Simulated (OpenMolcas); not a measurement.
# Cr4+: ligand-field states by method

Cr4+ with 6 ligands (sulfide) in trigonal antiprismatic coordination (D3d) at 2.33 Å, a polar angle of 58.0° against the regular 54.74°. A charge of +1.33 e stands 2.8 Å behind each ligand. Ligand basis ANO-RCC-VDZP.

```yaml
Program: OpenMolcas
Basis: ANO-RCC-VDZP [5s4p2d1f]
Scalar_Hamiltonian: DKH2, point nucleus
Active_space: 2 electrons in 5 orbitals (3d)
State_averaging: 2S+1 = 3 even, 10 roots; 2S+1 = 1 even, 15 roots
Spin-orbit_coupling: state interaction with AMFI integrals over the reference wave functions
```

I. CASSCF
II. SS-CASPT2, IPEA 0.25 Eh, imaginary shift 0.1 Eh (closed shells correlated: 3s 3p and the ligand valence shells)

Spin-free states (labels of D3, the rotations of D3d) in cm-1, each column counted from its own energy of the first state listed:

```json
{"State": "3A2", "Degeneracy": "1", "I": "0", "II": "0"}
{"State": "3E", "Degeneracy": "2", "I": "533", "II": "330"}
{"State": "3E", "Degeneracy": "2", "I": "11625", "II": "14910"}
{"State": "3A1", "Degeneracy": "1", "I": "11768", "II": "14540"}
{"State": "1E", "Degeneracy": "2", "I": "13668", "II": "5700"}
{"State": "1A1", "Degeneracy": "1", "I": "13861", "II": "6350"}
{"State": "1E", "Degeneracy": "2", "I": "14411", "II": "6330"}
{"State": "3E", "Degeneracy": "2", "I": "22109", "II": "21070"}
{"State": "3A2", "Degeneracy": "1", "I": "22612", "II": "21280"}
{"State": "1A1", "Degeneracy": "1", "I": "23827", "II": "18340"}
{"State": "1E", "Degeneracy": "2", "I": "24038", "II": "19240"}
{"State": "1E", "Degeneracy": "2", "I": "26479", "II": "21140"}
{"State": "1A2", "Degeneracy": "1", "I": "26536", "II": "20700"}
{"State": "1A1", "Degeneracy": "1", "I": "27444", "II": "14590"}
{"State": "3A2", "Degeneracy": "1", "I": "28017", "II": "37380"}
{"State": "1E", "Degeneracy": "2", "I": "37394", "II": "37920"}
{"State": "1A1", "Degeneracy": "1", "I": "52325", "II": "41420"}
```

From I to II, I's first state of the same spin (3E) moves from 533 to 330 cm-1, by about -200 cm-1.

From I to II, I's first state of another spin (1E) moves from 13668 to 5700 cm-1, by about -8000 cm-1.

χT at 300 K: I 0.80, II 0.77 cm3 K/mol.

Roots that are degenerate in the reference are averaged as groups; the widest CASPT2 spread within a group is 450 cm-1 (the 2-fold group of multiplicity 3 near 21100 cm-1 above the lowest state of its run, II). Shifts and gaps below about the spread of the groups concerned are not significant. Over all roots computed the reference weight is 0.52 to 0.56 in II; a low but even weight reflects the number of correlated electrons. The least metal-like active orbital is 69 % on the metal (Löwdin) and no ligand orbital is active, so the numbers are rough. The sulfide ions are held by bare point charges, a crude embedding. Ligand-to-metal charge-transfer states are missing. This ion would oxidise such ligands; the complex is a model and need not exist. With no ligand orbital active B as a rule stays too high, so bands that hang on it stand too high and its fall with covalency is understated. Without dynamic correlation the repulsion within the d shell is too large (B by tens of per cent), so at a given field states of lower spin stand too high (holds for I). With metal d orbitals alone and no dynamic correlation the field as a rule comes out too small, by tens of per cent, by up to half for chloride and softer ligands (holds for I). With one d shell and no ligand orbital active, 10Dq can be off by a tenth or more (holds for II). No measured value stands beside these numbers; the geometry was imposed, not optimised, and the real ion may take another.
